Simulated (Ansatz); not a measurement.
Cl$_{2}$H$_{4}$OSi$_{2}$ (`Cl[SiH2]O[SiH2]Cl`). Charge 0, multiplicity 1. All single points use the PBE0-D4/def2-TZVP geometry. It is one conformer, not always the lowest.

```xyz
9

Cl   -0.595   -2.556    0.131
Si    0.951   -1.229   -0.080
O     0.467    0.260    0.367
Si   -0.740    1.347    0.246
Cl   -1.389    1.453   -1.694
H     2.043   -1.644    0.823
H     1.355   -1.232   -1.500
H    -0.204    2.668    0.627
H    -1.886    0.934    1.081
```

(1) What is the dipole moment at PBE/def2-TZVPP? (Estimate.)

(2) And with r2SCAN, B3LYP, ωB97M-V? (An estimate is asked.)

(3) Give the Mulliken charges with PBE, B3LYP, r2SCAN in def2-TZVPP. (Best estimate.)

## Answers

(1) The calculation gave: 1.22 D, with components (0.88, 0.49, 0.69) D in this frame, pointing from negative to positive charge.

(2) Ansatz gave: r2SCAN 1.29 D, B3LYP 1.30 D, ωB97M-V 1.29 D.

(3) Ansatz gave: 
```csv
atom,PBE,B3LYP,r2SCAN
Cl1,-0.22,-0.25,-0.25
Si2,0.47,0.55,0.58
O3,-0.30,-0.38,-0.42
Si4,0.47,0.55,0.58
Cl5,-0.22,-0.24,-0.25
H6,-0.05,-0.06,-0.06
H7,-0.05,-0.06,-0.06
H8,-0.05,-0.06,-0.06
H9,-0.05,-0.06,-0.06
```

B3LYP here is the variant with VWN-RPA as its local correlation; programs differ in this.
